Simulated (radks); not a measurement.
Values are calculated unless marked as measured or tabulated.
Numerical settings for the gallium ion Ga3+, [Ar] 3d10. Code: a radial shooting solver on a logarithmic mesh with Libxc functionals. Model: scalar-relativistic Kohn-Sham, r2SCAN, spin-polarised, spherical densities, finite nucleus; meta-GGA in the generalised Kohn-Sham scheme; Fermi nuclear charge, rms radius 3.9973 fm. The defaults (mesh step 0.008 in ln r, mesh end at 40 bohr or more with all orbitals vanishing there, Anderson mixing 0.5 over 9 steps, residual threshold near 1e-9 with the energy settled to 1e-9 hartree or 1e-11 of itself, here a cap of 60 iterations) give E = -1942.130 hartree and 3d at -52.875 eV in 14 iterations. Run on one thread of a shared host, so times are rough (Arm Neoverse V2): 0.13 s of CPU time, 0.13 s wall, 14 iterations on 2189 mesh points. Changes against that run (0 stands for a change within the tolerance of the run):

| setting | iterations | converged | E (mhartree) | e(3d) (meV) | CPU (s) |
|---|---|---|---|---|---|
| mesh step in ln r 0.12 | 2 | no | diverged | - | 0.01 |
| mesh step in ln r 0.05 | 13 | yes | -0.151 | +0.00452 | 0.03 |
| mesh step in ln r 0.012 | 13 | yes | 0 | +0.0109 | 0.09 |
| mesh end (bohr) 20 | 14 | yes | 0 | 0 | 0.13 |
| mesh end (bohr) 8 | 14 | yes | 0 | 0 | 0.13 |
| residual threshold 0.01 | 10 | yes | 0 | -1.91 | 0.1 |
| residual threshold 1e-05 | 13 | yes | 0 | +0.0202 | 0.12 |
| mixing 0.05 | 16 | yes | 0 | -0.00689 | 0.15 |
| linear mixing, mixing 0.5 | 23 | yes | 0 | -0.0171 | 0.19 |
| linear mixing, mixing 0.05 | 60 | no | +3.78 | -1.56e+03 | 0.52 |
| mixing history 3 | 16 | yes | 0 | -0.02 | 0.14 |
| iteration cap 2 | 2 | no | +2.56e+03 | -6.12e+04 | 0.02 |

No run marked as converged misses the energy by more than 1 mhartree. A mesh that ends early acts as a hard wall.
